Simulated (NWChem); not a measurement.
All runs are NWChem calculations. System: AlCl, charge 0, spin multiplicity 1, at a geometry optimised with PBE0/def2-SVP. The structure started from a generated list of species. Level: EOM-CCSD/def2-SVPD, 10 core orbitals frozen.

NWChem printed:

```
             Northwest Computational Chemistry Package (NWChem) 7.3.0
             --------------------------------------------------------

                                NWChem Input Module
                                -------------------

 Scaling coordinates for geometry "geometry" by  1.889725989
 (inverse scale =  0.529177249)

 Turning off AUTOSYM since
 SYMMETRY directive was detected!

                             Geometry "geometry" -> ""
                             -------------------------

 Output coordinates in angstroms (scale by  1.889725989 to convert to a.u.)

  No.       Tag          Charge          X              Y              Z
 ---- ---------------- ---------- -------------- -------------- --------------
    1 Al                  13.0000     0.00000000     0.00000000    -1.21659100
    2 Cl                  17.0000     0.00000000     0.00000000     0.93033400

 Effective nuclear repulsion energy (a.u.)      54.4724068279

            Nuclear Dipole moment (a.u.)
            ----------------------------
        X                 Y               Z
 ---------------- ---------------- ----------------
     0.0000000000     0.0000000000    -0.0000094486

      Symmetry information
      --------------------

 Group name             C2v
 Group number             16
 Group order               4
 No. of unique centers     2

      Symmetry unique atoms

     1    2


 Summary of "ao basis" -> "" (spherical)
 ------------------------------------------------------------------------------
       Tag                 Description            Shells   Functions and Types
 ---------------- ------------------------------  ------  ---------------------
 *                         def2-svpd                  on all atoms

 Summary of "ao basis" -> "ao basis" (spherical)
 ------------------------------------------------------------------------------
       Tag                 Description            Shells   Functions and Types
 ---------------- ------------------------------  ------  ---------------------
 Al                        def2-svpd                10       24   5s3p2d
 Cl                        def2-svpd                11       27   5s4p2d

                                 NWChem SCF Module
                                 -----------------

  ao basis        = "ao basis"
  functions       =    51
  atoms           =     2
  closed shells   =    15
  open shells     =     0
  charge          =   0.00
  wavefunction    = RHF
  use symmetry    = T
  symmetry adapt  = T

 Summary of "ao basis" -> "ao basis" (spherical)
 ------------------------------------------------------------------------------
       Tag                 Description            Shells   Functions and Types
 ---------------- ------------------------------  ------  ---------------------
 Al                        def2-svpd                10       24   5s3p2d
 Cl                        def2-svpd                11       27   5s4p2d

      Symmetry analysis of basis
      --------------------------

        a1         25
        a2          4
        b1         11
        b2         11

 Forming initial guess at       0.0s

      Superposition of Atomic Density Guess
      -------------------------------------

 Sum of atomic energies:        -701.12125841

      Non-variational initial energy
      ------------------------------

 Total energy =    -701.222211
 1-e energy   =   -1079.685289
 2-e energy   =     323.990671
 HOMO         =      -0.265133
 LUMO         =       0.012299

      Symmetry analysis of molecular orbitals - initial
      -------------------------------------------------

 !! scf_movecs_sym_adapt:   30 vectors were symmetry contaminated

  Symmetry fudging

 !! scf_movecs_sym_adapt:   30 vectors were symmetry contaminated

  Numbering of irreducible representations:

     1 a1          2 a2          3 b1          4 b2

  Orbital symmetries:

     1 a1          2 a1          3 a1          4 a1          5 b2
     6 b1          7 a1          8 a1          9 b1         10 b2
    11 a1         12 a1         13 b2         14 b1         15 a1
    16 b1         17 b2         18 a1         19 a1         20 a1
    21 a1         22 a2         23 b2         24 b1         25 b1
[...]
 Doubles contributions

 No. of initial left vectors    1

 EOM-CCSD left-hand side iterations
 --------------------------------------------------------------
      Residuum       Omega / hartree  Omega / eV    Cpu    Wall
 --------------------------------------------------------------

 Iteration   1 using    1 trial vectors
   0.3210648454210   0.2423968195071    6.59596     0.2     0.2

 Iteration   2 using    2 trial vectors
   0.0951276090088   0.1914038754443    5.20837     0.2     0.2

 Iteration   3 using    3 trial vectors
   0.0449936339678   0.1837098065925    4.99900     0.2     0.2

 Iteration   4 using    4 trial vectors
   0.0237595389221   0.1811219726113    4.92858     0.2     0.2

 Iteration   5 using    5 trial vectors
   0.0108905012160   0.1804383331490    4.90998     0.2     0.2

 Iteration   6 using    6 trial vectors
   0.0040859435489   0.1802633416062    4.90522     0.3     0.3

 Iteration   7 using    7 trial vectors
   0.0015967249395   0.1802078436151    4.90371     0.3     0.3

 Iteration   8 using    8 trial vectors
   0.0005911122286   0.1802134070124    4.90386     0.2     0.2

 Iteration   9 using    9 trial vectors
   0.0002401624617   0.1802161785944    4.90393     0.2     0.2

 Iteration  10 using   10 trial vectors
   0.0001004627124   0.1802148519744    4.90390     0.3     0.3

 Iteration  11 using   11 trial vectors
   0.0000424886474   0.1802154051502    4.90391     0.3     0.3

 Iteration  12 using   12 trial vectors
   0.0000187782746   0.1802155814205    4.90392     0.3     0.3

 Iteration  13 using   13 trial vectors
   0.0000087310755   0.1802155675350    4.90392     0.3     0.3
 --------------------------------------------------------------
 Iterations converged

 Excited state root  1
 Excitation energy / hartree =        0.180215553677807
                   / eV      =        4.903916814507627

 EOM-CCSD transition moments / hartree
 --------------------------------------------
 X    1.3098212 Y    0.0000000 Z    0.0000000
 Oscillator Strength                0.2061223
 --------------------------------------------

 EOM-CCSD dipole moments / hartree & Debye
 ------------------------------------
   X        -0.0000000     -0.0000000
   Y         0.0000000      0.0000000
   Z         0.4970408      1.2633611
 Total       0.4970408      1.2633611
 ------------------------------------

 Singles contributions
    17b1  (alpha) ---    12a1  (alpha)        0.1137706715
    17b1  (alpha) ---    15a1  (alpha)        0.8983260918
    23b1  (alpha) ---    15a1  (alpha)       -0.1013874984
    25b1  (alpha) ---    15a1  (alpha)       -0.1274002580

 Doubles contributions

 =========================================
 Excited-state calculation ( b2  symmetry)
 =========================================
 Dim. of EOMCC iter. space      500

 EOMCCSD SOLVER TYPE  1
  maxdiff =   0.37024301484144967

 No. of initial right vectors    1

 EOM-CCSD right-hand side iterations
 --------------------------------------------------------------
      Residuum       Omega / hartree  Omega / eV    Cpu    Wall
 --------------------------------------------------------------

 Iteration   1 using    1 trial vectors
   0.3035831943648   0.2423968195071    6.59596     0.2     0.2

 Iteration   2 using    2 trial vectors
   0.0938170222074   0.1901658829396    5.17468     0.1     0.1

 Iteration   3 using    3 trial vectors
   0.0450542983181   0.1835050939842    4.99343     0.1     0.1

 Iteration   4 using    4 trial vectors
   0.0235809116150   0.1810869201928    4.92763     0.1     0.1

 Iteration   5 using    5 trial vectors
   0.0108104318616   0.1803830127180    4.90847     0.1     0.1

 Iteration   6 using    6 trial vectors
   0.0040279124444   0.1802510923991    4.90488     0.1     0.1

 Iteration   7 using    7 trial vectors
   0.0015654742938   0.1802086080916    4.90373     0.1     0.1

 Iteration   8 using    8 trial vectors
   0.0005679331217   0.1802112869450    4.90380     0.1     0.1

 Iteration   9 using    9 trial vectors
   0.0002270423084   0.1802146800568    4.90389     0.1     0.1

 Iteration  10 using   10 trial vectors
   0.0000939433625   0.1802147447848    4.90389     0.1     0.1

 Iteration  11 using   11 trial vectors
   0.0000380606502   0.1802154075568    4.90391     0.1     0.1

 Iteration  12 using   12 trial vectors
   0.0000158973543   0.1802155552104    4.90392     0.1     0.1

 Iteration  13 using   13 trial vectors
   0.0000073826657   0.1802155536778    4.90392     0.1     0.1
 --------------------------------------------------------------
 Iterations converged
 ------------------

 Excited state root  1
 Excitation energy / hartree =        0.180215553677806
                   / eV      =        4.903916814507591
 largest EOMCCSD amplitudes: R1 and R2

 Singles contributions
    16b2  (alpha) ---    12a1  (alpha)        0.1137706715
    16b2  (alpha) ---    15a1  (alpha)        0.8983260918
    24b2  (alpha) ---    15a1  (alpha)       -0.1013874984
    26b2  (alpha) ---    15a1  (alpha)        0.1274002580

 Doubles contributions

 No. of initial left vectors    1

 EOM-CCSD left-hand side iterations
 --------------------------------------------------------------
      Residuum       Omega / hartree  Omega / eV    Cpu    Wall
 --------------------------------------------------------------

 Iteration   1 using    1 trial vectors
   0.3210648454210   0.2423968195071    6.59596     0.2     0.2

 Iteration   2 using    2 trial vectors
   0.0951276090088   0.1914038754443    5.20837     0.2     0.2

 Iteration   3 using    3 trial vectors
   0.0449936339678   0.1837098065925    4.99900     0.2     0.2

 Iteration   4 using    4 trial vectors
   0.0237595389221   0.1811219726113    4.92858     0.3     0.3

 Iteration   5 using    5 trial vectors
   0.0108905012160   0.1804383331490    4.90998     0.2     0.2

 Iteration   6 using    6 trial vectors
   0.0040859435489   0.1802633416062    4.90522     0.3     0.3

 Iteration   7 using    7 trial vectors
   0.0015967249395   0.1802078436150    4.90371     0.2     0.2

 Iteration   8 using    8 trial vectors
   0.0005911122286   0.1802134070123    4.90386     0.3     0.3

 Iteration   9 using    9 trial vectors
   0.0002401624617   0.1802161785944    4.90393     0.2     0.2

 Iteration  10 using   10 trial vectors
   0.0001004627124   0.1802148519744    4.90390     0.2     0.2

 Iteration  11 using   11 trial vectors
   0.0000424886474   0.1802154051502    4.90391     0.2     0.2

 Iteration  12 using   12 trial vectors
   0.0000187782746   0.1802155814205    4.90392     0.2     0.2

 Iteration  13 using   13 trial vectors
   0.0000087310755   0.1802155675350    4.90392     0.3     0.3
 --------------------------------------------------------------
 Iterations converged

 Excited state root  1
 Excitation energy / hartree =        0.180215553677806
                   / eV      =        4.903916814507591

 EOM-CCSD transition moments / hartree
 --------------------------------------------
 X    0.0000000 Y    1.3098212 Z    0.0000000
 Oscillator Strength                0.2061223
 --------------------------------------------

 EOM-CCSD dipole moments / hartree & Debye
 ------------------------------------
   X        -0.0000000     -0.0000000
   Y         0.0000000      0.0000000
   Z         0.4970408      1.2633611
 Total       0.4970408      1.2633611
 ------------------------------------

 Singles contributions
    16b2  (alpha) ---    12a1  (alpha)        0.1137706715
    16b2  (alpha) ---    15a1  (alpha)        0.8983260918
    24b2  (alpha) ---    15a1  (alpha)       -0.1013874984
    26b2  (alpha) ---    15a1  (alpha)        0.1274002580

 Doubles contributions

 Task  times  cpu:       30.0s     wall:       30.0s

 Total times  cpu:       30.0s     wall:       30.0s
```

Write an NWChem input that would produce this output.

This is not unique; one that fits is 
```
start mol
memory heap 100 mb stack 700 mb global 1900 mb
geometry units angstroms nocenter noautoz
  Al     0.000000     0.000000    -1.216591
  Cl     0.000000     0.000000     0.930334
  symmetry group C2v
end
basis spherical
  * library def2-svpd
end
scf
  rhf
  nopen 0
  maxiter 100
  thresh 1e-7
  semidirect memsize 60000000 filesize 0
end
tce
  freeze core 10
  ccsd
  nroots 1
  2eorb
  2emet 13
  thresh 1e-5
  maxiter 200
  tilesize 24
  dipole
end
task tce energy
```
